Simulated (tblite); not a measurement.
Q: Give a GFN2-xTB geometry of `FC(F)(F)c1ccc(-c2cccs2)s1`.

A: 
Z-matrix in Å and degrees, rows numbered from 1:
```
F 
C   1  1.3470
F   2  1.3470  1  105.71
F   2  1.3409  1  106.39  3  -112.85
C   2  1.4839  1  113.01  3   124.12
C   5  1.3661  2  127.15  1   119.94
C   6  1.4026  5  112.39  2   179.99
C   7  1.3733  6  113.24  5     0.01
C   8  1.4284  7  128.26  6   179.97
C   9  1.3719  8  128.06  7   179.97
C  10  1.4058  9  113.03  8  -179.99
C  11  1.3598 10  112.68  9    -0.02
S  12  1.7159 11  112.38 10     0.01
S   5  1.7281  2  120.41  1   -60.07
H   6  1.0750  5  123.17  2    -0.01
H   7  1.0749  6  123.87  5   180.00
H  10  1.0756  9  122.76  8     0.01
H  11  1.0748 10  123.71  9   179.99
H  12  1.0717 11  128.35 10  -179.98
```

Of the pairs four or more bonds apart, S14···H17 is among the closest relative to their van der Waals radii: 2.86 Å, 95 % of the sum of Bondi's values. The C–S distances run from 1.716 Å (C12–S13, aromatic) to 1.741 Å (C9–S13, aromatic), a spread of 0.025 Å. The 8 C–C bonds span 1.360 Å (C11–C12, aromatic) to 1.484 Å (C2–C5, drawn single), a spread of 0.124 Å. The 5-membered ring C9–C10–C11–C12–S13 has internal angles of 91.1° to 113.0°; it is planar, 0.00 Å rms from its mean plane, widest ring torsion 0°.

Computed geometry: GFN2-xTB, gas phase.

Point group: Cs (tolerance 0.08 Å). Its lowest GFN2-xTB frequency is 14 cm⁻¹, too small to tell a flat minimum from a shallow saddle. One conformer, not necessarily the lowest (C7–C8–C9–C10 180°). 3 starts were optimised and ended at 0.00, 0.07 and 1.48 kcal/mol (GFN2-xTB); the lowest of these is shown.

The run took 0.25 s wall, 0.36 s CPU on Arm Neoverse V2, 2 threads, shared host. This is the geometry optimisation.
